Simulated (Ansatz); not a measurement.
Reaction (formal loss of a carbene): `CC(F)C(F)(F)F` → `CC(F)(F)F` + `[CH]F`

Isolated molecules relaxed with PBE0-D4/def2-TZVP in Ansatz; ΔE leaves out vibrations. CCSD(T)/CBS adds triple-zeta CCSD(T) − MP2 to the extrapolated MP2 energy (def2 sets, frozen cores). This one scheme is used for every species. DFT in def2-TZVPP.

Problem. Is it downhill or uphill in electronic energy at CCSD(T)/CBS, and by how much? (Estimate.)

Solution. Computed: Uphill: ΔE = +364.4 kJ/mol.

Problem. What do these levels give: LDA (SPW92), CAM-B3LYP-D4, revPBE, BLYP, MP2/def2-TZVPP, CCSD(T)/def2-TZVPP? (Best estimate.)

Solution. The calculation gave: LDA (SPW92) 434.3, CAM-B3LYP-D4 371.6, revPBE 343.8, BLYP 332.4, MP2/def2-TZVPP 385.1, CCSD(T)/def2-TZVPP 359.4 kJ/mol.

Largest T1 diagnostic among the species: 0.018.

From r2SCAN to r2SCAN0 (25 % exact exchange), in def2-TZVPP and without D4, ΔE moves by +4.5 kJ/mol. In def2-TZVPP, CCSD(T) changes the Hartree–Fock value by +41.0 kJ/mol (the triples alone add +2.9 kJ/mol) and MP2 by +66.6 kJ/mol.
